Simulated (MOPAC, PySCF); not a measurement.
[Zn(SH)2], neutral singlet in the gas phase. 

Cartesian coordinates (Å):
```xyz
5

Zn    -0.1098    -0.0375     0.0131
S     -0.5580     0.9420     1.9103
H      0.5877     1.6720     1.8728
S      0.3328    -1.0383    -1.8742
H     -0.3288    -0.0968    -2.5974
```
Charge 0, spin multiplicity 1.

All levels are single points at this geometry (TPSS-D3(BJ)/def2-SVP); Pople sets use spherical d functions. Orbital energies aren't observables, and empty levels follow the basis.

AM1 in MOPAC gives HOMO (eV) = -10.07.

**Question.** Estimate the HOMO (eV) from each of these levels: TPSSh-D3(BJ)/def2-TZVP in PySCF; M06-2X/6-31G* (LANL2DZ on Zn) in PySCF; HF/STO-3G in PySCF; PM3 in MOPAC; PM7 in MOPAC.

**Answer.** 
```tsv
level	HOMO (eV)
TPSSh-D3(BJ)/def2-TZVP in PySCF	-6.86
M06-2X/6-31G* (LANL2DZ on Zn) in PySCF	-8.63
HF/STO-3G in PySCF	-3.29
PM3 in MOPAC	-10.25
PM7 in MOPAC	-9.20
```
